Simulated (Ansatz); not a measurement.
Total energies of C2H7BGeO, SMILES `B[CH]1C[O][GeH2]1`.

| atom | x (Å) | y (Å) | z (Å) |
| --- | --- | --- | --- |
| B1 | -0.6471 | 0.6065 | 1.3814 |
| C2 | -0.0610 | -0.5159 | 0.5618 |
| C3 | 1.3363 | -0.4586 | -0.0732 |
| O4 | 1.1218 | -0.0433 | -1.4365 |
| Ge5 | -0.6521 | 0.1592 | -1.2525 |
| H6 | -1.7474 | 0.5022 | 1.8466 |
| H7 | -0.0639 | 1.6511 | 1.4791 |
| H8 | -0.4800 | -1.5171 | 0.6690 |
| H9 | 1.9795 | 0.2701 | 0.4301 |
| H10 | 1.8332 | -1.4335 | -0.0604 |
| H11 | -1.4880 | -0.8259 | -2.0871 |
| H12 | -1.1315 | 1.6051 | -1.4583 |

The species carries charge 0 and has multiplicity 1. Correlated methods include outer-core shells of Ge, which these sets cover unevenly. Scalar relativity is left out up to krypton. The structure was optimised at the PBE0-D4/def2-TZVP level. Basis def2-TZVPP, the Gaussian-basis code of Ansatz.

RPA on PBE orbitals: Hartree–Fock energy of these orbitals -2254.68841 Eh, correlation -1.52162 Eh (frozen core).

```csv
functional,energy without D4 (Eh),D4 term (kJ/mol)
revPBE,-2257.31723,-79.0
LC-ωPBE,-2257.14834,–
```

(1) Give the same for LDA (SPW92), PBE, BLYP, r2SCAN, B97M-V, PBE0, B3LYP, r2SCANh, r2SCAN0, HSE06 (plane-wave form), BHLYP, CAM-B3LYP, ωB97X-V, ωB97M-V, B2PLYP, PBE-QIDH. (Estimate.)

B3LYP takes the VWN-RPA correlation (the form of Gaussian; ORCA's B3LYP/G). HSE06 is the plane-wave form, built on full-range PBE exchange. The double hybrids freeze the cores in their second-order part.

## Answers

(1) Ansatz gave: 
```json
{"functional": "LDA (SPW92)", "energy without D4 (Eh)": "-2252.79552", "D4 term (kJ/mol)": "–"}
{"functional": "PBE", "energy without D4 (Eh)": "-2256.98355", "D4 term (kJ/mol)": "-25.7"}
{"functional": "BLYP", "energy without D4 (Eh)": "-2257.51460", "D4 term (kJ/mol)": "-56.9"}
{"functional": "r2SCAN", "energy without D4 (Eh)": "-2257.42336", "D4 term (kJ/mol)": "-6.2"}
{"functional": "B97M-V", "energy without D4 (Eh)": "-2257.14238", "D4 term (kJ/mol)": "–"}
{"functional": "PBE0", "energy without D4 (Eh)": "-2257.05928", "D4 term (kJ/mol)": "-21.6"}
{"functional": "B3LYP", "energy without D4 (Eh)": "-2257.59167", "D4 term (kJ/mol)": "-41.6"}
{"functional": "r2SCANh", "energy without D4 (Eh)": "-2257.40745", "D4 term (kJ/mol)": "-6.5"}
{"functional": "r2SCAN0", "energy without D4 (Eh)": "-2257.38524", "D4 term (kJ/mol)": "-7.2"}
{"functional": "HSE06 (plane-wave form)", "energy without D4 (Eh)": "-2257.04959", "D4 term (kJ/mol)": "-20.1"}
{"functional": "BHLYP", "energy without D4 (Eh)": "-2257.41420", "D4 term (kJ/mol)": "-31.7"}
{"functional": "CAM-B3LYP", "energy without D4 (Eh)": "-2257.56715", "D4 term (kJ/mol)": "-21.9"}
{"functional": "ωB97X-V", "energy without D4 (Eh)": "-2257.29689", "D4 term (kJ/mol)": "–"}
{"functional": "ωB97M-V", "energy without D4 (Eh)": "-2257.33871", "D4 term (kJ/mol)": "–"}
{"functional": "B2PLYP", "energy without D4 (Eh)": "-2257.01665", "D4 term (kJ/mol)": "–"}
{"functional": "PBE-QIDH", "energy without D4 (Eh)": "-2256.70878", "D4 term (kJ/mol)": "–"}
```

LC-ωPBE has ω = 0.4 bohr⁻¹.
